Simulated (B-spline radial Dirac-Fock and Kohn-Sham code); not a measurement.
## Binding energies of Hg⁶⁷⁺ at several levels of theory

System: mercury as Hg⁶⁷⁺ in the configuration [Ne] 3s2 3p1.

The density-functional columns are spherical, spin-unpolarised Dirac-Kohn-Sham results without Breit or QED terms: −ε is minus the orbital energy of the initial state and ΔSCF the difference of two total energies. The reference in the last column comes from ΔSCF Dirac-Fock with Breit, self-energy and vacuum polarisation, finite nucleus, configuration average. All numbers are from a radial finite-basis atomic code, in eV; a selection of levels is shown. For the 1s level of heavy atoms much of the gap between ΔSCF and the reference is the Breit and QED part, -448.0 eV here; for other levels the error of the functional can be larger.

```csv
level,LDA −ε,LDA ΔSCF,Dirac-Fock
1s,88883.2,89566.9,89124.2
2s,20340.0,20509.0,20538.2
2p1/2,19835.8,20042.8,19966.2
2p3/2,17834.4,18014.5,17983.2
3s,8290.9,8359.6,8335.0
3p,7748.4,7818.5,7807.6
```

Values without a named source are computed, but for edge energies of neutral atoms, which are taken from tables.
